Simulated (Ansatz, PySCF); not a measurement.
C2Si, SMILES [C]1[C][Si]1 (connectivity only; charge and spin as stated), neutral, multiplicity 1. Atoms are numbered in the order given.

```xyz
3

Si     0.0272    -0.0256    -1.1483
C      0.6452     0.0464     0.5760
C     -0.6158     0.0208     0.5679
```

Coordinates come from a ωB97X-D3(BJ)/def2-TZVP optimisation.

Two levels are set side by side: PBE-D3(BJ)/def2-TZVP (Ansatz, a first-principles code) and ωB97X-D3(BJ)/def2-TZVP (PySCF). Each level has its own optimised geometry; the coordinates shown are those of the second. Frequencies come from the Hessian of PySCF at each geometry. Differences are taken from unrounded values.

| quantity | ωB97X-D3(BJ) | PBE-D3(BJ) | PBE-D3(BJ) minus ωB97X-D3(BJ) |
|---|---|---|---|
| mean bond length (Å) | 1.643 | 1.659 | 0.016 |
| bond Si1–C2 (Å) | 1.833 | 1.851 | 0.018 |
| bond Si1–C3 (Å) | 1.833 | 1.851 | 0.018 |
| bond C2–C3 (Å) | 1.261 | 1.274 | 0.012 |
| highest harmonic wavenumber (cm⁻¹) | 1868 | 1770 | -98 |
| mean harmonic wavenumber (cm⁻¹) | 946 | 933 | -13 |
| zero-point energy (kcal/mol) | 4.06 | 4.00 | -0.06 |

Exact exchange shortens and stiffens bonds; PBE has none. Differences between two approximate levels are no errors against the true value.
